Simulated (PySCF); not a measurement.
C4H9N3OSi2.
Cartesian coordinates in Å at the GFN2-xTB level; atoms count from 1:
```xyz
19
C4H9N3OSi2 angstrom
C     -2.3173   -1.4008   -0.4470
C     -1.6965   -0.1075   -0.0529
N     -2.4947    0.9249    0.1610
C     -1.8985    2.0651    0.4945
N     -0.6033    2.2463    0.6189
N      0.1888    1.2270    0.4153
C     -0.2997    0.0424    0.0871
Si     0.9762   -1.3327   -0.1651
O      2.4345   -0.7048    0.0615
Si     3.3041    0.6450    0.4011
H     -3.3998   -1.3195   -0.3951
H     -1.9708   -2.1987    0.2063
H     -2.0220   -1.6524   -1.4646
H     -2.5353    2.9203    0.6760
H      0.8973   -1.8190   -1.5421
H      0.7714   -2.3732    0.8416
H      4.6664    0.1079    0.3659
H      2.9246    1.1185    1.7254
H      3.0649    1.6206   -0.6554
```

Mayer bond orders were computed from the PBE0/pcSseg-1 density (PySCF). Geometry: GFN2-xTB, one conformer, isolated molecule.

Question: Rank these bonds by Mayer order, highest first.
A. N6–C7
B. C7–C2
C. N5–N6
D. O9–Si10
E. Si8–O9
F. C2–N3

Answer: F (1.53), A (1.43), C (1.33), B (1.18), E (1.03), D (0.84).

Question: Set the orders of all bonds between heavy atoms beside their lengths and the difference of the ESP-fitted charges at their ends.

Answer: 
```json
{"bond": "C2–N3", "Mayer order": "1.534", "length (Å)": "1.322", "q(first) − q(second) (e)": "+1.687"}
{"bond": "C4–N5", "Mayer order": "1.497", "length (Å)": "1.314", "q(first) − q(second) (e)": "+1.700"}
{"bond": "N6–C7", "Mayer order": "1.431", "length (Å)": "1.323", "q(first) − q(second) (e)": "+0.586"}
{"bond": "N3–C4", "Mayer order": "1.406", "length (Å)": "1.329", "q(first) − q(second) (e)": "-1.806"}
{"bond": "N5–N6", "Mayer order": "1.329", "length (Å)": "1.307", "q(first) − q(second) (e)": "-1.033"}
{"bond": "C7–C2", "Mayer order": "1.178", "length (Å)": "1.412", "q(first) − q(second) (e)": "-1.133"}
{"bond": "C1–C2", "Mayer order": "1.066", "length (Å)": "1.488", "q(first) − q(second) (e)": "-1.361"}
{"bond": "Si8–O9", "Mayer order": "1.031", "length (Å)": "1.604", "q(first) − q(second) (e)": "+0.907"}
{"bond": "O9–Si10", "Mayer order": "0.841", "length (Å)": "1.641", "q(first) − q(second) (e)": "-1.007"}
{"bond": "C7–Si8", "Mayer order": "0.810", "length (Å)": "1.893", "q(first) − q(second) (e)": "-0.808"}
```

Mayer orders depend on the basis set.
